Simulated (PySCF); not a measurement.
A structure optimised at PBE-D3(BJ)/def2-SVP, used in a PySCF frequency run:

```
Bi
F 1 2.0776
Te 1 2.8748 2 100.21
H 3 1.6861 1 90.81 2 -66.85
Te 1 2.8978 2 102.69 3 93.93
H 5 1.6819 1 91.94 2 -72.90
```

Question: Write its SMILES and formula.

Answer: [F][Bi]([TeH])[TeH], BiFH₂Te₂

Question: What are its rotational constants (standard atomic weights)?

Answer: 0.84873, 0.43248, 0.30927 GHz
